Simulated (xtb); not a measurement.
GeO, SMILES [Ge]=[O] (connectivity only; charge and spin as stated), neutral, multiplicity 1. All values are semi-empirical tight-binding results from xtb (GFN2-xTB unless named), good for trends rather than for accurate numbers. Geometry optimised at GFN2-xTB.

For metal compounds this method's bond lengths and energies can be far off.

```yaml
point_group_as_xtb_finds_it: C∞v
orbital_gap: 4.78 eV
```
